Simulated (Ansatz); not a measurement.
Cost and result for the atomization energy of `F[SiH2]C[SiH3]` (11 atoms, 10 bonds).

Cartesian coordinates in Å:
```
F -2.116 0.968 -0.037
Si -1.278 0.017 0.945
C 0.115 -0.762 0.002
Si 1.223 0.435 -0.927
H -0.757 0.861 2.049
H -2.221 -0.996 1.481
H 0.731 -1.314 0.723
H -0.287 -1.497 -0.704
H 0.480 1.072 -2.043
H 1.707 1.496 -0.004
H 2.403 -0.279 -1.485
```

Total charge 0; spin multiplicity 1. The geometry is a stationary point of PBE0-D4/def2-TZVP. It is one conformer, not always the lowest. Program: Ansatz. All runs use 4 threads of a server CPU on a shared host. Times are those of one run each, without the atoms' runs, and a repeat can differ threefold. Electronic energies, without spin–orbit coupling; frozen cores. CCSD(T)/CBS adds CCSD(T) − MP2 in def2-TZVPP to the MP2 limit, and its time is that of the two runs behind it. T1 = 0.011. B3LYP takes the VWN-RPA correlation (the form of Gaussian; ORCA's B3LYP/G).

CCSD(T)/CBS is a level of theory with its own doubt, some kJ/mol a heavy atom from the limit and from the frozen cores, so smaller differences don't rank the functionals.

| level | functions | wall time |
| --- | --- | --- |
| PBE-D4/def2-TZVPP (with forces) | 244 | 2 s |
| PBE0-D4/def2-TZVPP | 244 | 2.4 s |
| B3LYP-D4/def2-TZVPP (with forces) | 244 | 3.7 s |
| B2PLYP/def2-TZVPP | 244 | 4.1 s |
| r2SCAN-D4/def2-TZVPP (with forces) | 244 | 4.2 s |
| ωB97X-V/def2-TZVPP | 244 | 6.5 s |
| ωB97M-V/def2-TZVPP (with forces) | 244 | 9.5 s |
| MP2/def2-QZVPP | 464 | 16 s |
| CCSD(T)/def2-TZVPP | 244 | 84 s |
| CCSD(T)/CBS(def2) | – | 100 s |

Task: What atomization energy does each give, and how far from CCSD(T)/CBS? (An estimate is asked.)

Result: The calculation gave: 
```json
{"level": "PBE-D4/def2-TZVPP (with forces)", "atomization (kJ/mol)": "3737.8", "difference from CCSD(T)/CBS": "-31.7", "per bond": "-3.2"}
{"level": "PBE0-D4/def2-TZVPP", "atomization (kJ/mol)": "3717.1", "difference from CCSD(T)/CBS": "-52.4", "per bond": "-5.2"}
{"level": "B3LYP-D4/def2-TZVPP (with forces)", "atomization (kJ/mol)": "3750.1", "difference from CCSD(T)/CBS": "-19.4", "per bond": "-1.9"}
{"level": "B2PLYP/def2-TZVPP", "atomization (kJ/mol)": "3713.7", "difference from CCSD(T)/CBS": "-55.8", "per bond": "-5.6"}
{"level": "r2SCAN-D4/def2-TZVPP (with forces)", "atomization (kJ/mol)": "3755.4", "difference from CCSD(T)/CBS": "-14.1", "per bond": "-1.4"}
{"level": "ωB97X-V/def2-TZVPP", "atomization (kJ/mol)": "3779.1", "difference from CCSD(T)/CBS": "9.6", "per bond": "1.0"}
{"level": "ωB97M-V/def2-TZVPP (with forces)", "atomization (kJ/mol)": "3765.4", "difference from CCSD(T)/CBS": "-4.1", "per bond": "-0.4"}
{"level": "MP2/def2-QZVPP", "atomization (kJ/mol)": "3750.1", "difference from CCSD(T)/CBS": "-19.4", "per bond": "-1.9"}
{"level": "CCSD(T)/def2-TZVPP", "atomization (kJ/mol)": "3677.8", "difference from CCSD(T)/CBS": "-91.7", "per bond": "-9.2"}
{"level": "CCSD(T)/CBS(def2)", "atomization (kJ/mol)": "3769.5", "difference from CCSD(T)/CBS": "0.0", "per bond": "0.0"}
```

From PBE to PBE0 (25 % exact exchange), in def2-TZVPP and without D4, the atomization energy moves by −17.4 kJ/mol: exact exchange takes away binding that semilocal exchange gives to molecules. The D4 term adds +35.1 kJ/mol with B3LYP and +18.4 kJ/mol with PBE0; it sums over pairs of atoms, weighted by their polarisabilities, and B3LYP, whose exchange is more repulsive, gets the larger term. In def2-TZVPP, CCSD(T) changes the Hartree–Fock value by +782.6 kJ/mol (the triples alone add +34.0 kJ/mol) and MP2 by +799.5 kJ/mol; breaking electron pairs costs correlation energy, which Hartree–Fock lacks.
